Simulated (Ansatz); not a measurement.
Species: C3H4O, charge 0, singlet. C3H4O (SMILES O=C1CC1).
B3LYP-D3(BJ)/def2-TZVP minimum from Ansatz (a first-principles code):
```
C
H 1 1.0839
H 1 1.0839 2 114.69
C 1 1.4653 2 118.84 3 149.21
O 4 1.1941 1 147.60 2 -73.96
C 4 1.4653 5 147.60 1 -180.00
H 6 1.0839 4 118.84 5 73.96
H 6 1.0839 7 114.69 4 149.21
```

Property: atomisation energy (electronic, to ground-state atoms), in kcal/mol. Open shells are spin-unrestricted; no spin-orbit coupling. CBS(X,Y): correlation extrapolated as X^-3, Hartree-Fock from the larger set. A bracket is a step between two methods taken in the basis named. The functionals are non-relativistic, so their misses hold any scalar relativity. 'core' is core correlation in cc-pwCVTZ, 'X2C' scalar relativity in cc-pVTZ-DK, both at CCSD(T). Where a partner has so few electrons that a lower coupled-cluster level is exact, that level stands in.

CCSD(T)/CBS(cc-pVTZ,cc-pVQZ) + [CCSDT(Q) - CCSD(T)]/cc-pVDZ + core + X2C (Ansatz) gives 807.4 kcal/mol.

Problem. How far off this value is PBE/def2-TZVPD (Ansatz), in which direction, and which of these levels come nearer: CCSD(T)/CBS(cc-pVTZ,cc-pVQZ) + core + X2C?

Solution. PBE gives 836.3 kcal/mol, 28.9 kcal/mol above it. Differences of the others: CCSD(T)/CBS(cc-pVTZ,cc-pVQZ) + core + X2C (Ansatz) -0.8 kcal/mol. Nearer than PBE: CCSD(T)/CBS(cc-pVTZ,cc-pVQZ) + core + X2C.
